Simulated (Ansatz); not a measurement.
Basis-set extrapolation for `CCS[Si](O)(O)O` (PBE0-D4/def2-TZVP geometry, frozen core, Ansatz). Multiplicity 1, RHF reference.

```csv
,def2-TZVPP,def2-QZVPP
HF,-991.813882,-991.849376
MP2 correlation,-1.363291,-1.471187
CCSD(T) correlation,-1.463391,not run
```

Energies in hartree. Use E(X) = E(∞) + A·exp(−7.88·√X) for Hartree–Fock and E(X) = E(∞) + B·X^(−2.97) for correlation, with X = 3 and 4, and add CCSD(T) minus MP2 of the smaller set to the MP2 limit.

Question: What is the CCSD(T) energy at the basis-set limit?

Answer: HF limit: -991.849376 + (-0.035494) × 0.13774 = -991.85426. MP2 limit: -1.471187 + (-0.107896) × 0.74074 = -1.55111. Higher-order term: -1.463391 − (-1.363291) = -0.10010. Total: -993.50547 hartree, 6.21 eV below CCSD(T)/def2-TZVPP.
